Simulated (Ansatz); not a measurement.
`[SiH3][SiH2]BC=S` and `[SiH3][SiH2]BS` differ in one atom or group.

Ansatz, PBE0-D4/def2-TZVP geometries, multiplicity 1. Each molecule was computed in one conformer, which needn't be the lowest.

```json
{"property": "HOMO energy (B3LYP/def2-TZVPP) / eV", "`[SiH3][SiH2]BC=S`": "-7.21"}
{"property": "LUMO energy (PBE0/def2-TZVPP) / eV", "`[SiH3][SiH2]BC=S`": "-3.00"}
{"property": "LUMO energy (PBE/def2-TZVPP) / eV", "`[SiH3][SiH2]BC=S`": "-3.87"}
{"property": "size of the dipole moment (ωB97M-V/def2-TZVPP) / D", "`[SiH3][SiH2]BC=S`": "2.20"}
{"property": "HOMO energy (PBE/def2-TZVPP) / eV", "`[SiH3][SiH2]BC=S`": "-6.36"}
{"property": "size of the dipole moment (B3LYP/def2-TZVPP) / D", "`[SiH3][SiH2]BC=S`": "2.04"}
```

Question: Give the same properties after the change, and the shifts. (Estimate.)

Answer: Computed: 
| property | `[SiH3][SiH2]BS` | shift |
| --- | --- | --- |
| HOMO energy (B3LYP/def2-TZVPP) / eV | -7.66 | -0.45 |
| LUMO energy (PBE0/def2-TZVPP) / eV | -1.91 | 1.09 |
| LUMO energy (PBE/def2-TZVPP) / eV | -2.78 | 1.09 |
| size of the dipole moment (ωB97M-V/def2-TZVPP) / D | 0.67 | -1.53 |
| HOMO energy (PBE/def2-TZVPP) / eV | -6.76 | -0.40 |
| size of the dipole moment (B3LYP/def2-TZVPP) / D | 0.66 | -1.38 |

With PBE0 the HOMO falls by 0.46 eV and the LUMO rises by 1.09 eV, so the gap widens by about 1.55 eV. PBE moves the HOMO by -0.40 eV and ωB97M-V by -0.48 eV. Dipoles are sizes alone; their direction can turn.

B3LYP here is the variant with VWN-RPA as its local correlation; programs differ in this.
